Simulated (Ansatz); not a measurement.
Coupled-cluster diagnostics for SbMe2I (C2H6ISb), Ansatz.

Geometry of the singlet (B3LYP-D4/def2-SVP):

```xyz
10

Sb    0.829   -0.451    0.948
C     0.834   -0.670   -1.230
H    -0.198   -0.683   -1.605
H     1.342   -1.605   -1.505
H     1.379    0.183   -1.664
C    -0.603    1.205    0.917
H    -0.975    1.388    1.935
H    -1.442    0.959    0.253
H    -0.086    2.105    0.550
I    -1.080   -2.432    1.401
```

In the def2 sets I, Sb take a core potential; there is no spin–orbit coupling. Correlated methods freeze 10 core orbitals; core or outer-core shells of Sb, I are correlated, in sets that lack core-valence functions.

Task: Estimate the CCSD(T) correlation energy, the shares of MP2 and (T), T1 and the reference's ⟨S²⟩ for: charge 0, singlet, own geometry in def2-SVP; charge 1, doublet, vertical in def2-SVP; and the rough time on 2 threads of Arm Neoverse V2 on a shared host.

Result: 
```json
{"state": "charge 0, singlet, own geometry", "basis": "def2-SVP", "correlation (eV)": "-16.202", "MP2 share (%)": "88.9", "(T) share (%)": "2.9", "T1": "0.009", "⟨S²⟩ (pure)": "0.00 (0.00)", "wall time": "23 s"}
{"state": "charge 1, doublet, vertical", "basis": "def2-SVP", "correlation (eV)": "-15.876", "MP2 share (%)": "87.6", "(T) share (%)": "3.4", "T1": "0.025", "⟨S²⟩ (pure)": "0.82 (0.75)", "wall time": "2 min"}
```
Customary marks for T1 are 0.02 (closed shells), 0.045 (open shells) and about 0.05 (3d metals). T1 exceeds 0.02 in 1 of 2 rows and 0.045 in 0; the higher it lies, the less the single-reference result can be trusted.
